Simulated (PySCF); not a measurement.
Electron correlation in Ne³⁺ (neon, charge +3)

[He] 2s2 2p3, high-spin 4S determinant. Calculation: PySCF 2.14, in x2c-TZVPPall; scalar relativity by spin-free X2C-1e. Frozen: 1s2; 5 electrons correlated.

```tsv
level	correlation energy (mhartree)
CCSD	-111.29
(T)	-0.87
CCSD(T)	-112.16
CCSDT	-112.25
```

Diagnostics: T1 = 0.0020, D1 = 0.0045, largest double amplitude 0.030.

Is a single reference adequate?

Yes: T1 lies below 0.03 and no double amplitude reaches 0.07.
